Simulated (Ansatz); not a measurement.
Molecule: GeO, net charge -1, doublet state. 
Structure (B3LYP-D3(BJ)/def2-TZVP (Ansatz, a quantum-chemistry and plane-wave program) minimum search):
```
Ge
O 1 1.7043
```
Charge -1, spin multiplicity 2.

Basis-set convergence of Hartree-Fock and CCSD(T) correlation energies (hartree) with Ansatz. Correlated levels leave the core frozen unless marked. UHF or UKS for open shells. Spin-orbit coupling is left out. The frozen core is the preceding noble-gas configuration, with the filled d and f shells of earlier blocks. No relativistic terms. This anion needs diffuse functions, which these sets lack.

| basis | functions | E(HF) | E(corr, CCSD(T)) |
|---|---|---|---|
| def2-SVP | 46 | -2149.86517 | -0.28528 |
| def2-TZVPP | 79 | -2150.23482 | -0.36203 |
| def2-QZVPP | 146 | ? | ? |

Fill in the missing entries.


- def2-QZVPP, E(HF): -2150.28874
- def2-QZVPP, E(corr, CCSD(T)): -0.38824
